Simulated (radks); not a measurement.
The numbers below are computed, except where a source is named.
Task: Species: Sr IV. Configuration: [Ar] 3d10 4s2 4p4 5p1 (not the ground configuration). Level of theory: scalar-relativistic Kohn-Sham, PBEsol, spin-polarised, spherical densities, point nucleus; open shells are filled with parallel spins first (spin-orbit coupling, left out, can overturn this in heavy ions) (a radial shooting solver on a logarithmic mesh with Libxc functionals). Some entries of the table are withheld. Estimate them.

orbital  occ.  eigenvalue (eV)  <r^2> (bohr^2)  <r> (bohr)
1s up       1        -15966.36        0.002069     0.03918
1s down     1        -15966.08        0.002069     0.03918
2s up       1        -2195.992         0.03511      0.1726
2s down     1        -2195.820         0.03510      0.1726
2p up       3        -1956.218         0.02767      0.1504
2p down     3        -1955.949         0.02767      0.1504
3s up       1        -372.1446          0.2781      0.4922
3s down     1        -371.8086          0.2778      0.4920
3p up       3        -294.7555          0.2900      0.4984
3p down     3        -294.3746          0.2895      0.4980
3d up       5        -166.8539          0.3014      0.4974
3d down     5        -166.4147          0.2996      0.4962
4s up       1         -76.6963           1.914       1.302
4s down     1         -74.1217           1.917       1.302
4p up       3         -57.2912           2.389       1.449
4p down     1         -54.7296           2.412       1.455
4d up       0         -30.0572           4.346       1.935
4d down     0         -27.8292           4.482       1.966
5s up       0              (1)           10.21       3.026
5s down     0              (2)           10.05       3.003
5p up       1         -20.4538           13.21       3.441
4f up       0         -12.3831           15.63       3.694

Result: 
(1) 5s up eigenvalue (eV): -25.4966
(2) 5s down eigenvalue (eV): -23.8230
